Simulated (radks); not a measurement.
All-electron atom: Ce IV in [Xe] 4f1 (the NIST ground configuration). All-electron calculation, Dirac Kohn-Sham, PBEsol, spin-unpolarised, spherical densities, finite nucleus; open shells are shared between the two j in proportion to 2j + 1; Fermi nuclear charge, rms radius 4.8771 fm. Program: a radial shooting solver on a logarithmic mesh with Libxc functionals.

Unscreened Slater integrals over Kohn-Sham orbitals (hartree). Large and small components are both included.

| integral | value |
|---|---|
| F0(4f7/2,4f7/2) | 0.87296 |
| F2(4f7/2,4f7/2) | 0.40729 |
| F4(4f7/2,4f7/2) | 0.25392 |
| F6(4f7/2,4f7/2) | 0.18221 |
| F0(4f7/2,4f5/2) | 0.87665 |
| F2(4f7/2,4f5/2) | 0.40910 |
| F4(4f7/2,4f5/2) | 0.25507 |
| G2(4f7/2,4f5/2) | 0.40852 |
| G4(4f7/2,4f5/2) | 0.25473 |
| G6(4f7/2,4f5/2) | 0.18279 |
| F0(4f7/2,5p3/2) | 0.60587 |
| F2(4f7/2,5p3/2) | 0.22825 |
| G2(4f7/2,5p3/2) | 0.13185 |
| G4(4f7/2,5p3/2) | 0.10024 |
| F0(4f7/2,5p1/2) | 0.62600 |
| G4(4f7/2,5p1/2) | 0.10981 |
| F0(4f5/2,4f5/2) | 0.88039 |
| F2(4f5/2,4f5/2) | 0.41094 |
| F4(4f5/2,4f5/2) | 0.25624 |
| F0(4f5/2,5p3/2) | 0.60703 |
| F2(4f5/2,5p3/2) | 0.22736 |
| G2(4f5/2,5p3/2) | 0.13021 |
| G4(4f5/2,5p3/2) | 0.099172 |
| F0(4f5/2,5p1/2) | 0.62727 |
| G2(4f5/2,5p1/2) | 0.14414 |
| F0(5p3/2,5p3/2) | 0.51789 |
| F2(5p3/2,5p3/2) | 0.28098 |
| F0(5p3/2,5p1/2) | 0.52850 |
| G2(5p3/2,5p1/2) | 0.28482 |
| F0(5p1/2,5p1/2) | 0.54007 |
